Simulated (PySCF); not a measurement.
## SiOBr, doublet: structure and spectrum

Computed with PySCF, UPBE0, basis Si def2-TZVP, O def2-TZVP, Br def2-TZVP (no relativity, density fitting).

The structure is a minimum.

```xyz
3
charge 0 multiplicity 2, angstrom
Si   -1.0705    0.0000   -0.7733
O    -2.4479    0.0000   -0.1302
Br    0.8754    0.0000    0.3006
```

```json
{
  "Point group": "Cs",
  "Bond lengths": "Si–Br 2.223 Å, Si–O 1.520 Å",
  "Bond angles": "Br–Si–O 126.1°",
  "Zero-point energy": "10.8 kJ/mol",
  "Principal quadrupole moments (Buckingham, traceless) about the centre of mass": "-11.54, 5.26, 6.28 D Å",
  "Atomisation energy without zero-point energy": "919 kJ/mol",
  "Enthalpy at 298.15 K above 0 K": "12.22 kJ/mol",
  "Heat capacity Cp at 298.15 K": "47.9 J/(mol K)",
  "Entropy at 298.15 K and 1 bar (electronic part: spin only)": "290.3 J/(mol K)",
  "Spin squared ⟨S²⟩": "0.757",
  "Lowest empty level (β)": "-4.40 eV",
  "Highest occupied level (α)": "-7.76 eV",
  "Rotational constants": "1.588, 0.0835, 0.07933 cm⁻¹",
  "Rotational symmetry number": "1",
  "Principal polarisabilities": "35.6, 41.6, 66.4 bohr³",
  "Dipole moment": "2.87 D"
}
```

Harmonic modes (masses in u: Si 27.977, O 15.995, Br 78.918):
| symmetry | ω (cm⁻¹) | IR (km/mol) | type |
| --- | --- | --- | --- |
| a' | 202 | 10.7 | bend |
| a' | 404 | 79.1 | mixed |
| a' | 1201 | 67.7 | stretch |

Charges (e):
```csv
atom,Mulliken,Löwdin,polar tensor,spin (Mulliken),Mayer order to Si1
Si1,0.54,-0.03,0.84,0.61,–
O2,-0.41,-0.18,-0.50,0.20,2.18
Br3,-0.13,0.21,-0.34,0.19,1.20
```

Mulliken populations on Si1: s 5.37, p 7.61, d 0.42, f 0.06.

Outer orbital energies (eV). α occupied: -22.79, -14.01, -11.37, -10.38, -10.26, -9.36, -9.26, -7.76; empty: -2.40, -0.07, 0.94, 2.92. β occupied: -26.38, -22.51, -13.35, -10.56, -10.13, -10.01, -9.29, -8.99; empty: -4.40, -1.70, 0.37, 1.46.

This need not be the most stable arrangement of these atoms.

The final relaxation and frequency run took 41 s on 4 threads of a shared Arm Neoverse V1 host, with 116 basis functions and 14 gradients; the process peaked at 1.1 GiB. Launch command: `OMP_NUM_THREADS=4 python axn.py task.json out`.
